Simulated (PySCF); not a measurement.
CH₄S₂Zn, SMILES [Zn]([S]C)[SH].

Geometry optimised at PBE0-D3(BJ)/def2-SVP. Other conformers were not sampled.

These are TDA-M06-2X/def2-SVPD (PySCF) values and carry that method's errors.

Vertical excitations. Isolated molecule, no solvent.

```tsv
state	energy (eV)	λ (nm)	f	main pairs
S1	4.67	265	0.015	HOMO→LUMO 85 %
S2	4.98	249	0.010	HOMO→LUMO+1 85 %
S3	5.23	237	0.040	HOMO−1→LUMO 89 %
S4	5.45	228	0.011	HOMO→LUMO+2 73 %, HOMO−2→LUMO 21 %
S5	5.66	219	0.000	HOMO−1→LUMO+2 87 %
S6	5.92	209	0.005	HOMO−1→LUMO+1 62 %, HOMO−2→LUMO+1 12 %
S7	6.08	204	0.006	HOMO−2→LUMO+1 75 %
S8	6.25	199	0.005	HOMO−2→LUMO+2 92 %
S9	6.50	191	0.168	HOMO−1→LUMO+4 22 %, HOMO−1→LUMO+3 19 %, HOMO−1→LUMO+6 18 %, HOMO−2→LUMO 13 %
S10	6.52	190	0.577	HOMO−2→LUMO 41 %, HOMO−1→LUMO+1 9 %, HOMO→LUMO+2 8 %, HOMO−1→LUMO+6 6 %
T1	4.44	279	0	HOMO→LUMO 91 %
T2	4.70	264	0	HOMO→LUMO+1 88 %
T3	4.93	251	0	HOMO−1→LUMO 69 %, HOMO→LUMO+2 20 %
T4	4.94	251	0	HOMO→LUMO+2 63 %, HOMO−1→LUMO 20 %
```
Triplets are in the Tamm–Dancoff approximation.
